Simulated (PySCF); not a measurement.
MeOCH2CF3, C3H5F3O.
Z-matrix (Å and degrees, PBE0-D3(BJ)/def2-SVP geometry), rows numbered from 1:
```
C 
O   1  1.4035
C   2  1.3837  1  115.74
C   3  1.5180  2  113.50  1   -85.71
F   4  1.3371  3  109.60  2  -177.79
F   4  1.3391  3  112.15  2    62.88
F   4  1.3306  3  111.88  2   -57.93
H   1  1.0983  2  107.10  3  -171.91
H   1  1.1029  2  112.71  3    68.55
H   1  1.1070  2  111.31  3   -53.50
H   3  1.1071  2  112.86  1    36.76
H   3  1.1011  2  108.23  1   156.27
```

Linear response at B3LYP/def2-SVPD (PySCF, frozen core in the response, non-relativistic).

Static isotropic polarisability: 46.21 au (6.85 Å³), principal values 42.9, 43.5, 52.3 au.

(1) What is the polarisability at 1064 nm and at the sodium D line?

(2) What is the isotropic C6 coefficient between two such molecules, C6 = (3/π)∫α(iω)² dω?

(3) Which effective excitation energy ω̄ makes London's formula C6 = (3/4)α²ω̄ exact here?

(4) What molar refraction at the D line follows from R = (4π/3)·N_A·α′, with α′ the polarisability volume?

(5) The lowest 6 singlets have (eV, f): 7.27, 0.020; 8.06, 0.017; 8.16, 0.009; 8.46, 0.031; 8.69, 0.002; 8.76, 0.020. What share of the static polarisability do they carry in the sum over states α = Σ f/ω²?

(6) What does −C6/R⁶ come to at R = 12 Å between centres?

(7) How many electrons N does the Slater–Kirkwood formula C6 = (3/4)·√N·α^(3/2) need to give this C6?

(8) What three-body coefficient follows from the one-pole estimate C9 = (3/4)·α·C6?

(9) How anisotropic is the static polarisability, by Δα² = ½[(α1 − α2)² + (α2 − α3)² + (α3 − α1)²]?

## Answers

(1) 46.45 au at 1064 nm (+0.5 %), 47.02 au at 589.3 nm (+1.8 %). The rise at 589.3 nm is 3.33 times that at 1064 nm; a pure ω² law gives 3.26. The lowest singlet lies at 171 nm, shorter than both wavelengths.

(2) 1126 au (Eh·bohr⁶) by a ten-point quadrature over imaginary frequencies, which is 673 eV·Å⁶ or 64.9 J·nm⁶/mol.

(3) ω̄ = 4·C6/(3α²) = 0.703 Eh = 19.1 eV. A one-pole form α(ω) = α/(1 − ω²/ω̄²) fitted to the 1064 nm value gives 16.1 eV.

(4) α′ = 6.97 Å³ gives R = 17.58 cm³/mol, for isolated, non-vibrating species.

(5) 1.10 au, 2.4 % of α; the largest term, 0.32 au, is that of the state at 8.46 eV. Their oscillator strengths add up to 0.10. Higher states carry the rest.

(6) -22 J/mol. This is the leading, orientation-averaged term; C8 and higher terms are left out.

(7) N = (4·C6/3)²/α³ = 22.8; the species has 58 electrons in all.

(8) 39000 au. This is an estimate from the two numbers above, not a computed integral.

(9) Δα = 9.1 au, or 0.20 of the isotropic value.

One conformer stands for the species.
